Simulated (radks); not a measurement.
Valence configurations of Al+ (all share [Ne]). All-electron calculation, scalar-relativistic Kohn-Sham, LDA (Slater exchange, Perdew-Wang correlation), spin-polarised, spherical densities, point nucleus; open shells are filled with parallel spins first. Program: a radial shooting solver on a logarithmic mesh with Libxc functionals. Energies are relative to 3s2; eigenvalues in eV for spin up.

[
 {"valence": "3s2", "E (eV)": "0.000", "moment (Bohr magnetons)": "0", "e(3p)": "-", "e(3s)": "-14.917"},
 {"valence": "3s1.5 3p0.5", "E (eV)": "2.646", "moment (Bohr magnetons)": "1", "e(3p)": "-9.893", "e(3s)": "-15.766"},
 {"valence": "3s1 3p1", "E (eV)": "4.752", "moment (Bohr magnetons)": "2", "e(3p)": "-10.480", "e(3s)": "-16.451"},
 {"valence": "3p2", "E (eV)": "10.760", "moment (Bohr magnetons)": "2", "e(3p)": "-11.075", "e(3s)": "-"}
]

NIST lists [Ne] 3s2 as the ground configuration; this level of theory agrees among the configurations tried. The energies are those of spherical high-spin densities, not of single terms.
